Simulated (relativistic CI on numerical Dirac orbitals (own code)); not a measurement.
## One change at a time: Zr IV

Base calculation: Dirac-Coulomb-Breit CI, orbitals from a KLI potential per configuration, a model potential for QED, valence Slater integrals scaled by 0.85, P86 correlation energy added to each configuration.

Configuration list (outside the closed core [Ar] 3d10): 4s²4p⁶4d, 4s²4p⁶5s, 4s²4p⁶5p, 4s²4p⁶4f, 4s²4p⁶6s, 4s²4p⁶5d, 4s²4p⁵4d², 4s²4p⁶6p, 4s²4p⁶6d, 4s²4p⁶7s, 4s²4p⁶5f, 4s²4p⁶5g, 4s²4p⁶7p, 4s²4p⁶7d, 4s²4p⁶8s, 4s²4p⁶8p, 4s²4p⁵4d4f, 4s4p⁶4d², 4s²4p⁵4d5s. Double excitations out of closed p, d and f shells are left out; levels of such configurations are missing from the list, as are those of other unlisted configurations, and high levels can miss mixing partners.

Variants: (1) valence Slater integrals scaled by 0.75; (2) Slater integrals left unscaled; (3) non-relativistic limit. Shifts of the energy above 4s²4p⁶4d ²D3/2, in cm⁻¹, for the lowest level and the first level of each name with at least 55 % of one term (blank where a level changes its place among those of its configuration and J or its character, or is not in the variant):

| Level | Base | Δ(1) | Δ(2) | Δ(3) | Measured |
| --- | --- | --- | --- | --- | --- |
| 4s²4p⁶4d ²D3/2 | 0.0 | 0.0 | 0.0 | 0.0 | 0.0 |
| 4s²4p⁶4d ²D5/2 | 1108.9 | +0.8 | -1.2 | -1108.9 | 1250.7 |
| 4s²4p⁶5s ²S1/2 | 43169.4 | -322.0 | +544.8 | +6457.0 | 38258.3 |
| 4s²4p⁶5p ²P°1/2 | 84426.1 | -69.6 | +129.6 | +5212.6 | 81976.5 |
| 4s²4p⁶5p ²P°3/2 | 86792.2 | -90.5 | +164.1 | +2846.5 | 84461.4 |
| 4s²4p⁶5d ²D3/2 | 148244.6 | -310.6 | +527.2 | +2705.1 | 146652.4 |
| 4s²4p⁶5d ²D5/2 | 148585.7 | -311.4 | +528.6 | +2364.0 | 147002.5 |
| 4s²4p⁶6s ²S1/2 | 154359.5 | -336.6 | +570.3 | +4346.9 | 152513.0 |
| 4s²4p⁶4f ²F°5/2 | 164918.5 | +87.2 | -137.2 | +2671.7 | 159066.8 |
| 4s²4p⁶4f ²F°7/2 | 164938.5 | +76.4 | -120.6 | +2651.6 | 159086.9 |
| 4s²4p⁶6p ²P°1/2 | 171394.7 | -262.6 | +451.7 | +3930.1 | 169809.7 |
| 4s²4p⁶6p ²P°3/2 | 172326.6 | -266.3 | +457.7 | +2998.2 | 170815.1 |
| 4s²4p⁶6d ²D3/2 | 199512.1 | -338.0 | +573.0 | +2923.7 | 197765.1 |
| 4s²4p⁶6d ²D5/2 | 199669.8 | -338.0 | +573.1 | +2765.9 | 197930.4 |

For a near-neutral ion this model can misplace configurations by up to about 10,000 cm⁻¹ (more where the count of f electrons changes) and terms by 10 to 25 % of their spread. Rates follow the energies as ν³ (E1, M1) or ν⁵ (E2), so they and the lifetimes can be off by large factors. The fine structure of a lone outer electron comes out too small, for d and f at times inverted, and misplaced configurations move strength between like terms. 21 of the 31 excited levels that our extract of the measured tables holds in this range could be paired (the sources list more); they are missed by 2497 cm⁻¹ on average and 5852 at most, and levels without a partner can miss by more.

Measured levels: measured levels as listed in Rauch et al., Astron. Astrophys. 599, A142 (2017).

Ionisation energy from the two ground configurations alone: base 34.53 eV. The NIST ASD value (measured) is 34.4184 eV.

LS names give the leading component of a level, which can be under half, so a name can repeat, a term be missing and a line seem to break the LS rules.
